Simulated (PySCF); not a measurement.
Br2Si, charge +1, doublet, geometry from GFN2-xTB (a state made from the parent by changing its charge; the spin is typed, not shown lowest), with bond 3-1 at 1.8 times its length; PySCF with PBE0/6-31G.

PySCF was given this input:
```python
from pyscf import gto, scf, dft

mol = gto.Mole()
mol.atom = '''
    Si   -0.01521577   -0.00237586    0.77983544
    Br    1.07276535   -1.63797801   -0.14008693
    Br   -1.90784966    2.95197172   -0.93319340
'''
mol.basis = '6-31g'
mol.charge = 1
mol.spin = 1
mol.verbose = 5
mol.build()

mf = dft.UKS(mol)
mf.xc = 'pbe0'
mf.kernel()
mo_i, mo_e, stable_i, stable_e = mf.stability(internal=True, external=False, return_status=True, nroots=6, tol=1e-6)
print('internally stable:', stable_i, ' externally stable:', stable_e)
if not stable_i:
    umf = mf.copy()
    umf.scf_summary = {}
    umf.kernel(umf.make_rdm1(mo_i, mf.mo_occ))
mf.analyze()
```

The log (banner, timings and long lists left out):

```
PySCF version 2.14.0

[INPUT] verbose = 5
[INPUT] max_memory = 4000
[INPUT] num. atoms = 3
[INPUT] num. electrons = 83
[INPUT] charge = 1
[INPUT] spin (= nelec alpha-beta = 2S) = 1
[INPUT] symmetry False subgroup None
[INPUT] Mole.unit = angstrom
[INPUT] Symbol           X                Y                Z      unit          X                Y                Z       unit  Magmom
[...]
[INPUT] ---------------- BASIS SET ----------------
[INPUT] l, kappa, [nprim/nctr], expnt,             c_1 c_2 ...
[INPUT] Si
[...]
                                2425.58           0.0149288
                                553.867           0.0728478
                                156.34            0.24613
                                50.0683           0.485914
                                17.0178           0.325002
[...]
                                69.8731           -0.0357146
                                22.3363           -0.114985
                                8.15039           0.0935634
                                3.13458           0.603017
                                1.22543           0.418959
[...]
                                0.572922          0.00431572
                                0.222192          1.09818
[...]
                                69.8731           0.0326679
                                22.3363           0.134721
                                8.15039           0.328678
                                3.13458           0.44964
                                1.22543           0.261372
[...]
                                0.572922          0.253539
                                0.222192          0.800669
[...]
[INPUT] Br
[...]
                                17074.44          0.01316744
                                3889.576          0.06504553
                                1097.096          0.2269505
                                352.0624          0.4768357
                                120.7002          0.3583677
[...]
                                589.3838          0.02994853
                                191.8738          0.1256009
                                72.95339          -0.0009832786
                                30.05839          -0.6013141
                                12.52927          -0.4913983
[...]
                                38.58948          0.05542122
                                16.37818          0.26812
                                7.221836          -0.1543606
                                3.263697          -0.7206306
                                1.465499          -0.3316437
[...]
                                0.754705          -0.2152659
                                0.300514          -0.9633941
[...]
                                589.3838          0.02995979
                                191.8738          0.1318228
                                72.95339          0.3432708
                                30.05839          0.4642345
                                12.52927          0.2079387
[...]
                                38.58948          -0.03041432
                                16.37818          0.04602725
                                7.221836          0.3650689
                                3.263697          0.4949232
                                1.465499          0.2090394
[...]
                                0.754705          0.3503065
                                0.300514          0.7182446
[...]
                                17.31284          0.3707384
                                5.607915          0.7097628
[...]
nuclear repulsion = 303.172975087738
number of shells = 29
number of NR pGTOs = 226
number of NR cGTOs = 67
basis = 6-31g
ecp = {}

******** <class 'pyscf.dft.uks.UKS'> ********
method = UKS
initial guess = minao
damping factor = 0
level_shift factor = 0
DIIS = <class 'pyscf.scf.diis.CDIIS'>
diis_start_cycle = 1
diis_space = 8
diis_damp = 0
SCF conv_tol = 1e-09
SCF conv_tol_grad = None
SCF max_cycles = 50
direct_scf = True
direct_scf_tol = 1e-13
number electrons alpha = 42  beta = 41
XC library pyscf.dft.libxc version 7.1.2
    S. Lehtola, C. Steigemann, M. J. T. Oliveira, and M. A. L. Marques,  SoftwareX 7, 1–5 (2018)
XC functionals = pbe0
    C. Adamo and V. Barone,  J. Chem. Phys. 110, 6158 (1999)
    M. Ernzerhof and G. E. Scuseria,  J. Chem. Phys. 110, 5029 (1999)
radial grids:
    Treutler-Ahlrichs [JCP 102, 346 (1995); DOI:10.1063/1.469408] (M4) radial grids

becke partition: Becke, JCP 88, 2547 (1988); DOI:10.1063/1.454033
pruning grids: <function nwchem_prune>
grids dens level: 3
symmetrized grids: False
atomic radii adjust function: <function treutler_atomic_radii_adjust>
small_rho_cutoff = 0
Set gradient conv threshold to 3.16228e-05
atom Si rad-grids = 80, ang-grids = [ 50  50  50  50  50  50  50  50  50  50  50  50  50  50  50  50  50  50
  50  50  50  50  50  86  86  86  86  86  86  86  86  86  86  86  86  86
 350 350 350 350 350 350 350 350 434 434 434 434 434 434 434 434 434 434
 434 434 434 434 434 434 434 434 350 350 350 350 350 350 350 350 350 350
 350 350 350 350 350 350 350 350]
atom Br rad-grids = 90, ang-grids = [ 50  50  50  50  50  50  50  50  50  50  50  50  50  50  50  50  50  50
  50  50  50  50  50  50  50  50  50  50  50  86  86  86  86  86  86  86
  86  86  86  86  86  86  86  86  86 350 350 350 350 350 350 350 350 350
 350 434 434 434 434 434 434 434 434 434 434 434 434 434 434 434 434 434
 434 434 434 434 434 350 350 350 350 350 350 350 350 350 350 350 350 350]
tot_boxes 2688, boxes in each direction [12 14 10]
Padding 4 grids
tot grids = 60032
nelec by numeric integration = [41.97544754 41.97544754]
E1 = -8164.57727675355  E2 = 2427.2799989987434  Ecoul = 2629.875226894048  Exc = -202.59522789530433
init E= -5434.12430266707
cond(S) = 116.76922371463432

  alpha mo_energy =
[-4.83333792e+02 -4.83329341e+02 -6.62202526e+01 -6.27493803e+01
 -6.27438511e+01 -5.65280308e+01 -5.65278416e+01 -5.65278409e+01
[...]
converged SCF energy = -5435.93570483451  <S^2> = 0.75092304  2S+1 = 2.0009228
<class 'pyscf.dft.uks.UKS'> wavefunction has an internal instability
internally stable: False  externally stable: None
converged SCF energy = -5435.94473831969  <S^2> = 0.75284452  2S+1 = 2.0028425
Total Energy =                       -5435.935704834507305
[...]
2 Br 4dyz       -0.00003  -0.00240   0.40367   0.16403   0.69207
2 Br 4dz^2      -0.00002  -0.00249   0.37150   0.01162  -0.51518
2 Br 4dxz        0.00002   0.00156  -0.25984   0.28920  -0.43680
2 Br 4dx2-y2    -0.00002  -0.00198   0.32859   0.86098  -0.08534
               #66       #67
0 Si 1s         -0.00000  -0.00000
0 Si 2s          0.00000   0.00000
0 Si 3s          0.00000   0.00000
0 Si 4s          0.00010   0.00004
0 Si 2px         0.00000  -0.00000
0 Si 2py        -0.00000  -0.00000
0 Si 2pz        -0.00000  -0.00000
0 Si 3px         0.00003  -0.00002
0 Si 3py        -0.00001  -0.00003
0 Si 3pz        -0.00003  -0.00001
0 Si 4px         0.00023  -0.00015
0 Si 4py        -0.00015  -0.00022
0 Si 4pz        -0.00023  -0.00010
1 Br 1s         -0.00000  -0.00000
1 Br 2s         -0.00000  -0.00000
1 Br 3s         -0.00000  -0.00000
1 Br 4s          0.00000   0.00000
1 Br 5s         -0.00024  -0.00010
1 Br 2px        -0.00000  -0.00000
1 Br 2py         0.00000   0.00000
1 Br 2pz         0.00000   0.00000
1 Br 3px         0.00000   0.00000
1 Br 3py        -0.00000  -0.00000
1 Br 3pz        -0.00000  -0.00000
1 Br 4px         0.00000   0.00000
1 Br 4py        -0.00000   0.00000
1 Br 4pz         0.00000   0.00000
1 Br 5px         0.00005   0.00010
1 Br 5py        -0.00014  -0.00001
1 Br 5pz        -0.00003  -0.00001
1 Br 3dxy        0.00000   0.00000
1 Br 3dyz       -0.00000   0.00000
1 Br 3dz^2       0.00000   0.00000
1 Br 3dxz        0.00000   0.00000
1 Br 3dx2-y2     0.00000  -0.00000
1 Br 4dxy        0.00010   0.00011
1 Br 4dyz       -0.00008   0.00001
1 Br 4dz^2       0.00007   0.00003
1 Br 4dxz        0.00002   0.00007
1 Br 4dx2-y2     0.00010  -0.00010
2 Br 1s         -0.00000  -0.00000
2 Br 2s          0.00000   0.00000
2 Br 3s         -0.00001  -0.00000
2 Br 4s         -0.00001  -0.00000
2 Br 5s          0.00000   0.00000
2 Br 2px        -0.00000   0.00000
2 Br 2py         0.00000   0.00000
2 Br 2pz         0.00000   0.00000
2 Br 3px         0.00000  -0.00000
2 Br 3py        -0.00000  -0.00000
2 Br 3pz        -0.00000  -0.00000
2 Br 4px         0.00002  -0.00002
2 Br 4py        -0.00000  -0.00002
2 Br 4pz        -0.00002  -0.00001
2 Br 5px        -0.00002   0.00004
2 Br 5py        -0.00001   0.00003
2 Br 5pz         0.00007   0.00003
2 Br 3dxy       -0.00283  -0.00051
2 Br 3dyz        0.00011   0.00317
2 Br 3dz^2       0.00384   0.00183
2 Br 3dxz       -0.00273   0.00354
2 Br 3dx2-y2    -0.00042  -0.00205
2 Br 4dxy       -0.51247  -0.09184
2 Br 4dyz        0.01992   0.57505
2 Br 4dz^2       0.69740   0.33170
2 Br 4dxz       -0.49478   0.64280
2 Br 4dx2-y2    -0.07601  -0.37099

To work with the spin densities directly, `use mulliken_meta_spin()` only printing them here.

 ** Mulliken spin pop alpha/beta on meta-lowdin orthogonal AOs **
 ** Mulliken Spin Density (per AO)  **
spin_pop of  0 Si 1s        0.00000
spin_pop of  0 Si 2s        0.00000
spin_pop of  0 Si 3s        0.00331
spin_pop of  0 Si 4s        0.00007
spin_pop of  0 Si 2px      -0.00000
spin_pop of  0 Si 2py      -0.00000
spin_pop of  0 Si 2pz       0.00000
spin_pop of  0 Si 3px      -0.00291
spin_pop of  0 Si 3py      -0.00412
spin_pop of  0 Si 3pz       0.01564
spin_pop of  0 Si 4px       0.00005
spin_pop of  0 Si 4py       0.00010
spin_pop of  0 Si 4pz       0.00010
spin_pop of  1 Br 1s        0.00000
spin_pop of  1 Br 2s        0.00000
spin_pop of  1 Br 3s       -0.00000
spin_pop of  1 Br 4s       -0.00001
spin_pop of  1 Br 5s        0.00001
spin_pop of  1 Br 2px      -0.00000
spin_pop of  1 Br 2py      -0.00000
spin_pop of  1 Br 2pz       0.00000
spin_pop of  1 Br 3px      -0.00000
spin_pop of  1 Br 3py      -0.00000
spin_pop of  1 Br 3pz       0.00000
spin_pop of  1 Br 4px      -0.00075
spin_pop of  1 Br 4py      -0.00137
spin_pop of  1 Br 4pz       0.00955
spin_pop of  1 Br 5px       0.00000
spin_pop of  1 Br 5py       0.00000
spin_pop of  1 Br 5pz       0.00003
spin_pop of  1 Br 3dxy     -0.00000
spin_pop of  1 Br 3dyz      0.00000
spin_pop of  1 Br 3dz^2     0.00000
spin_pop of  1 Br 3dxz      0.00000
spin_pop of  1 Br 3dx2-y2   -0.00000
spin_pop of  1 Br 4dxy      0.00000
spin_pop of  1 Br 4dyz     -0.00000
spin_pop of  1 Br 4dz^2     0.00000
spin_pop of  1 Br 4dxz     -0.00000
spin_pop of  1 Br 4dx2-y2    0.00000
spin_pop of  2 Br 1s        0.00000
spin_pop of  2 Br 2s       -0.00000
spin_pop of  2 Br 3s        0.00010
spin_pop of  2 Br 4s        0.00075
spin_pop of  2 Br 5s        0.00042
spin_pop of  2 Br 2px       0.00000
spin_pop of  2 Br 2py       0.00000
spin_pop of  2 Br 2pz       0.00000
spin_pop of  2 Br 3px       0.00006
spin_pop of  2 Br 3py       0.00015
spin_pop of  2 Br 3pz       0.00003
spin_pop of  2 Br 4px       0.25626
spin_pop of  2 Br 4py       0.61424
spin_pop of  2 Br 4pz       0.10763
spin_pop of  2 Br 5px       0.00018
spin_pop of  2 Br 5py       0.00036
spin_pop of  2 Br 5pz       0.00010
spin_pop of  2 Br 3dxy      0.00000
spin_pop of  2 Br 3dyz      0.00000
spin_pop of  2 Br 3dz^2     0.00000
spin_pop of  2 Br 3dxz      0.00000
spin_pop of  2 Br 3dx2-y2    0.00001
spin_pop of  2 Br 4dxy      0.00001
spin_pop of  2 Br 4dyz      0.00000
spin_pop of  2 Br 4dz^2    -0.00000
spin_pop of  2 Br 4dxz     -0.00000
spin_pop of  2 Br 4dx2-y2   -0.00000
 ** Mulliken Spin Density (per atom)  **
spin density of  0 Si =      0.01224
spin density of  1 Br =      0.00746
spin density of  2 Br =      0.98030
 ** Mulliken pop alpha/beta on meta-lowdin orthogonal AOs **
 ** Mulliken pop       alpha | beta **
In total            42.00000 | 41.00000
 ** Mulliken atomic charges   ( Nelec_alpha | Nelec_beta ) **
charge of  0Si =      0.76956  (     6.62134      6.60910 )
charge of  1Br =      0.20273  (    17.40237     17.39490 )
charge of  2Br =      0.02771  (    17.97629     16.99600 )

WARN: System has nonzero charge 1; the dipole moment is origin-dependent.
Location of origin: [0. 0. 0.]

Dipole moment(X, Y, Z, Debye):  0.66026, -1.09614,  2.58687
```
